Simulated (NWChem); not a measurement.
System: C2H6GeO, singlet; SMILES C[O][Ge][CH3]

Input file for NWChem:

```
start job
memory heap 200 mb stack 900 mb global 1100 mb
geometry units angstroms noautoz
  Ge     0.442439    -0.680394     0.000015
  C     -1.556299    -0.861752     0.003123
  H     -1.827869    -1.928833    -0.000211
  H     -2.011823    -0.387942    -0.883685
  H     -2.006060    -0.395594     0.896983
  O      0.607099     1.100347    -0.002399
  C     -0.337536     2.127514    -0.002956
  H     -1.381431     1.767004     0.009541
  H     -0.190760     2.774707     0.879646
  H     -0.207052     2.759813    -0.898858
end
basis spherical
  * library def2-svp
end
dft
  xc becke88 lyp
  iterations 150
  mulliken
end
task dft energy
```

NWChem printed, in part:

```
             Northwest Computational Chemistry Package (NWChem) 7.3.0
             --------------------------------------------------------

 C1  symmetry detected

                             Geometry "geometry" -> ""
                             -------------------------

 Output coordinates in angstroms (scale by  1.889725989 to convert to a.u.)

  No.       Tag          Charge          X              Y              Z
 ---- ---------------- ---------- -------------- -------------- --------------
    1 Ge                  32.0000     0.43096214    -0.67401111    -0.00006296
    2 C                    6.0000    -1.57048763    -0.82251292    -0.00001102
    3 H                    1.0000    -1.85954418    -1.88498280    -0.00523509
    4 H                    1.0000    -2.01690423    -0.34004975    -0.88678492
    5 H                    1.0000    -2.01380279    -0.35027337     0.89387679
    6 O                    8.0000     0.62485421     1.10378612     0.00027307
    7 C                    6.0000    -0.30277901     2.14633303    -0.00015376
    8 H                    1.0000    -1.35247175     1.80300406     0.01037107
    9 H                    1.0000    -0.14664850     2.78979855     0.88356772
   10 H                    1.0000    -0.16065094     2.77764920    -0.89497665

 Effective nuclear repulsion energy (a.u.)     264.2529157969

                                 NWChem DFT Module
                                 -----------------

 Summary of "ao basis" -> "ao basis" (spherical)
 ------------------------------------------------------------------------------
       Tag                 Description            Shells   Functions and Types
 ---------------- ------------------------------  ------  ---------------------
 Ge                         def2-svp                12       32   5s4p3d
 C                          def2-svp                 6       14   3s2p1d
 H                          def2-svp                 3        5   2s1p
 O                          def2-svp                 6       14   3s2p1d

            General Information
            -------------------
          SCF calculation type: DFT
          Wavefunction type:  closed shell.
          No. of atoms     :    10
          No. of electrons :    58
           Alpha electrons :    29
            Beta electrons :    29
          Charge           :     0
          Spin multiplicity:     1
          Use of symmetry is: off; symmetry adaption is: off
          Maximum number of iterations: 150
          AO basis - number of functions:   104
                     number of shells:    48
          Convergence on energy requested:  1.00D-06
          Convergence on density requested:  1.00D-05
          Convergence on gradient requested:  5.00D-04

              XC Information
              --------------
                    Becke 1988 Exchange Functional  1.000
              Lee-Yang-Parr Correlation Functional  1.000

             Grid Information
             ----------------
          Grid used for XC integration:  medium
          Radial quadrature: Mura-Knowles
          Angular quadrature: Lebedev.
          Tag              B.-S. Rad. Rad. Pts. Rad. Cut. Ang. Pts.
          ---              ---------- --------- --------- ---------
          Ge                  1.25      112          10.0       590
          C                   0.70       49          11.0       434
          H                   0.35       45          12.0       434
          O                   0.60       49          10.0       434
          Grid pruning is: on
          Number of quadrature shells:   529
          Spatial weights used:  Erf1

      Superposition of Atomic Density Guess
      -------------------------------------

 Sum of atomic energies:       -2227.97993934

      Non-variational initial energy
      ------------------------------

 Total energy =   -2229.630739
 1-e energy   =   -3627.697707
 2-e energy   =    1133.814052
 HOMO         =      -0.237652
 LUMO         =      -0.040419

     ---------------------------------------------
      Total Density - Mulliken Population Analysis
     ---------------------------------------------

    Atom       Charge   Shell Charges
 -----------   ------   -------------------------------------------------------
    1 Ge  32    31.11   2.00  2.00  2.00  1.30  0.57  6.00  5.98  0.67  0.51  8.15  1.80  0.14
    2 C    6     6.71   1.99  0.98  0.31  2.12  1.30  0.01
    3 H    1     0.88   0.66  0.19  0.03
    4 H    1     0.87   0.65  0.19  0.03
    5 H    1     0.87   0.65  0.19  0.03
    6 O    8     8.89   1.99  1.11  0.70  3.05  2.04  0.01
    7 C    6     5.88   1.99  0.92  0.21  1.86  0.85  0.05
    8 H    1     0.94   0.69  0.23  0.02
    9 H    1     0.93   0.69  0.22  0.02
   10 H    1     0.93   0.69  0.22  0.02

   convergence    iter        energy       DeltaE   RMS-Dens  Diis-err
 ---------------- ----- ----------------- --------- --------- ---------
 d= 0,ls=0.0,diis     1  -2231.5748472851 -2.50D+03  1.91D-02  6.72D-01
 d= 0,ls=0.0,diis     2  -2230.9849442182  5.90D-01  1.45D-02  5.50D+00
 d= 0,ls=0.0,diis     3  -2231.6367036562 -6.52D-01  3.73D-03  2.18D-01
 d= 0,ls=0.0,diis     4  -2231.6543225658 -1.76D-02  1.79D-03  4.06D-02
 d= 0,ls=0.0,diis     5  -2231.6587266929 -4.40D-03  5.73D-04  5.22D-03
  Resetting Diis
 d= 0,ls=0.0,diis     6  -2231.6593964389 -6.70D-04  1.34D-04  2.86D-04
 d= 0,ls=0.0,diis     7  -2231.6594210704 -2.46D-05  1.24D-04  2.46D-05
 d= 0,ls=0.0,diis     8  -2231.6594044035  1.67D-05  8.22D-05  1.61D-04
 d= 0,ls=0.0,diis     9  -2231.6594242341 -1.98D-05  1.68D-05  6.46D-06
 d= 0,ls=0.0,diis    10  -2231.6594249061 -6.72D-07  3.21D-06  2.38D-07

         Total DFT energy =    -2231.659424906054
      One electron energy =    -3630.271755205873
           Coulomb energy =     1235.023639038654
    Exchange-Corr. energy =     -100.664224535746
 Nuclear repulsion energy =      264.252915796911

 Numeric. integr. density =       57.999965987410

[...]
```

Level: BLYP/def2-SVP. Low-valent species are run as closed-shell singlets; no triplet was tried in these runs. Coordinates come from a PBE0/def2-SVP optimisation.
